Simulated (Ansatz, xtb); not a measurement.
# HNOSn: which of two structures lies lower

We compare X, `[NH]1[O][Sn]1`, a singlet, with Y, a triplet given by its coordinates. Both are isolated molecules in the gas phase, relaxed with PBE0-D3(BJ)/def2-SVP.

X (Å):

| atom | x (Å) | y (Å) | z (Å) |
| --- | --- | --- | --- |
| N | -1.1140 | 0.5478 | -0.0414 |
| O | -0.0618 | 0.9728 | 0.8857 |
| Sn | 0.3380 | 1.8385 | -0.8990 |
| H | -0.8723 | -0.4284 | -0.2767 |

Y (Å):

```tsv
atom	x (Å)	y (Å)	z (Å)
N	-2.7923	-0.6059	0.0813
O	-2.7584	-1.6706	-0.5729
Sn	-2.2501	1.3276	-0.6666
H	-3.1172	-0.7282	1.0599
```

Close contacts (Å): N1–O2 1.25, N1–Sn3 2.14, N1–H4 1.04.

Q: Estimate which is lower in electronic energy at CCSD(T)/def2-TZVPP, and by roughly how much.

A: The CCSD(T)/def2-TZVPP calculation puts structure X lower, by 19.9 kcal/mol.

How the difference moves with the method:

```tsv
level	geometry	E(Y) − E(X) (kcal/mol)	departure from the last row (kcal/mol)	job, with rough time for the two
HF/STO-3G	GFN2-xTB	+1.9	−18.0	single point, 2 s
r2SCAN-D4/def2-SVP	GFN2-xTB	+2.1	−17.8	single point, 2.2 s
PBE0-D3(BJ)/def2-SVP	PBE0-D3(BJ)/def2-SVP	+1.2	−18.7	optimisation, 25 s
HF/def2-TZVPP	PBE0-D3(BJ)/def2-SVP	−15.4	−35.3	part of the CCSD(T) run
MP2/def2-TZVPP	PBE0-D3(BJ)/def2-SVP	+28.6	+8.7	part of the CCSD(T) run
CCSD(T)/def2-TZVPP	PBE0-D3(BJ)/def2-SVP	+19.9		single point, 64 s
```

HF/def2-TZVPP puts the two in the other order. The largest departure from CCSD(T)/def2-TZVPP is that of HF/def2-TZVPP, 35.3 kcal/mol. The triplet state of Y needn't be its ground state.

With harmonic frequencies from PBE0-D3(BJ)/def2-SVP (ideal gas, rigid rotor, one conformer each, 400 K, 1 atm): the zero-point term adds 0.0 kcal/mol; ΔH is +20.2 and ΔG +18.6 kcal/mol.

The T1 diagnostic of structure X is large, so the coupled-cluster value is less sure. Open shells are spin-unrestricted. The correlated steps freeze 6 core orbitals; the filled d shell of Sn is correlated, in a basis made for valence electrons. Atoms past krypton carry core potentials in the def2 sets, other sets are all-electron and non-relativistic, and no spin–orbit term is included. ΔG holds the spin degeneracy. Mirror images aren't counted in ΔG. Codes used: Ansatz 0.2.0, xtb 6.7.1; the last row on 1 thread of Intel(R) Xeon(R) 6975P-C (Granite Rapids) on a shared host.
